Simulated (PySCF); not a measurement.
## Electron correlation in Au (gold, neutral)

[Xe] 4f14 5d10 6s1, 2S determinant. All numbers are calculated (PySCF 2.14, a scalar-relativistic core potential, in def2-SVP with the def2 core potential (60 electrons)). Frozen: 5s2 5p6; 11 electrons correlated.

MP2 pair energies summed by pair of shells (mhartree):

```csv
pair,energy,share (%)
5d-5d,-212.52,84.4
5d-6s,-39.23,15.6
```

Total MP2 correlation energy: -251.75 mhartree.

Same-spin part -90.25 and opposite-spin part -161.51 mhartree; SCS-MP2 scales them by 1/3 and 6/5 to -223.89 mhartree.

```tsv
level	correlation energy (mhartree)
CCSD	-239.87
(T)	-3.84
CCSD(T)	-243.71
```

Diagnostics: T1 = 0.014, D1 = 0.0509, largest double amplitude 0.025.

Cost of the coupled-cluster step: 0.57 s of wall time on 1 thread of Neoverse-V1 (shared host), for 11 correlated electrons.
